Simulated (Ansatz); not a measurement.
A nudged elastic band was laid between two geometries of BCl$_{3}$H$_{4}$OSi (10 atoms, charge 0, multiplicity 1).

All numbers below come from Ansatz 0.2.0, RKS LDA/def2-SVP.

```json
{
 "movable images": "5",
 "climbing image": "yes",
 "spring": "5.0 eV/Å²",
 "optimiser": "quadratic models (default)",
 "start path": "through a guess of the saddle point",
 "force threshold": "0.05 eV/Å",
 "iteration limit": "60",
 "end points": "relaxed"
}
```

Image 0:

```xyz
10
Properties=species:S:1:pos:R:3
B -0.034 -0.188 0.238
Cl 0.219 0.576 1.876
Cl 1.205 0.224 -0.995
Cl -1.746 -0.060 -0.390
O 0.140 -1.711 0.575
Si -0.741 -2.940 -0.307
H 0.005 -4.179 0.097
H -2.164 -3.007 0.145
H -0.533 -2.588 -1.740
H 0.310 -1.752 1.549
```

Image 6:

```xyz
10
Properties=species:S:1:pos:R:3
B -0.102 -0.222 -0.689
Cl 0.273 -1.425 2.826
Cl 0.982 1.127 -0.512
Cl -1.617 -0.039 -1.557
O 0.217 -1.408 -0.140
Si -0.766 -2.817 -0.114
H 0.042 -3.820 0.646
H -2.067 -2.504 0.555
H -0.967 -3.244 -1.538
H 0.664 -1.271 1.573
```

(1) What changes between the two ends?

(2) Give the energies along the band, and the barrier.

(3) What is the geometry of the highest image?

(4) What are the harmonic wavenumbers there?

## Answers

(1) Bonds broken: B1–Cl2, O5–H10. Bonds formed: Cl2–H10. BCl3H4OSi becomes BCl2H3OSi + ClH.

(2) It converged. The highest image is number 2 of 0 to 6, 0.48 eV above the first end and 0.49 eV above the last; the last end lies 0.01 eV below the first. A vibrational analysis at the climbing image gives one clearly imaginary mode, 620i cm⁻¹: a first-order saddle point. The orbitals stay closed-shell, which can raise the energy where a bond breaks towards radicals; this wasn't checked here.

| image | path coordinate (Å) | energy (eV) | B1–Cl2 (Å) | O5–H10 (Å) | Cl2–H10 (Å) |
| --- | --- | --- | --- | --- | --- |
| 0 | 0.00 | 0.00 | 1.83 | 0.99 | 2.35 |
| 1 | 0.65 | 0.03 | 1.85 | 1.00 | 2.14 |
| 2 | 1.30 | 0.48 | 2.20 | 1.32 | 1.48 |
| 3 | 2.03 | 0.13 | 2.90 | 1.78 | 1.32 |
| 4 | 2.76 | 0.05 | 3.21 | 1.84 | 1.32 |
| 5 | 3.49 | 0.00 | 3.44 | 1.81 | 1.32 |
| 6 | 4.22 | -0.01 | 3.73 | 1.78 | 1.32 |

(3) 
```xyz
10
Properties=species:S:1:pos:R:3
B -0.001 -0.310 -0.012
Cl 0.163 0.068 2.145
Cl 1.335 0.535 -0.787
Cl -1.658 0.069 -0.532
O 0.224 -1.709 0.297
Si -0.757 -2.986 -0.292
H -0.013 -4.222 0.115
H -2.108 -2.939 0.357
H -0.841 -2.855 -1.782
H 0.317 -1.275 1.540
```

(4) 620i, 49, 127, 139, 158, 187, 257, 313, 449, 474, 628, 662, 709, 762, 862, 876, 895, 906, 965, 1162, 1593, 2191, 2209, 2218 cm⁻¹.

Run time: 74 s on 4 threads of Arm Neoverse V2, with other jobs on the host, peak memory 0.18 GiB.
